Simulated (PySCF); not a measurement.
CdH2Se. Atoms are numbered in the order given.

```xyz
4

Cd     0.0004    -1.0179     0.0000
H      0.0078    -2.6907     0.0000
Se    -0.0429     1.4712     0.0000
H      1.4294     1.5293     0.0000
```
Charge 0, spin multiplicity 1.

Geometry optimised at B3LYP-D3(BJ)/def2-TZVP. The def2 effective core potentials stand for the cores of Cd; spin–orbit coupling is left out.

All values below come from C-PCM-ωB97X/def2-SVP (PySCF 2.14.0).

The values are the electrostatic part of the solvation free energy, E(continuum) − E(gas) at the gas-phase geometry, in a cavity of scaled van der Waals radii (PySCF's table); cavitation and dispersion terms are not included. A continuum can't describe solvent molecules that bind to the metal. In vacuum the orbital gap is 9.68 eV. The dipole moment in vacuum is 1.39 D.

```json
[
 {"solvent": "water", "ε": "78.36", "ΔG(elec) (kcal/mol)": "-11.0", "dipole (D)": "2.18", "gap (eV)": "10.57"},
 {"solvent": "cyclohexanone", "ε": "15.62", "ΔG(elec) (kcal/mol)": "-10.3", "dipole (D)": "2.12", "gap (eV)": "10.51"},
 {"solvent": "ethanol", "ε": "24.85", "ΔG(elec) (kcal/mol)": "-10.6", "dipole (D)": "2.15", "gap (eV)": "10.54"}
]
```
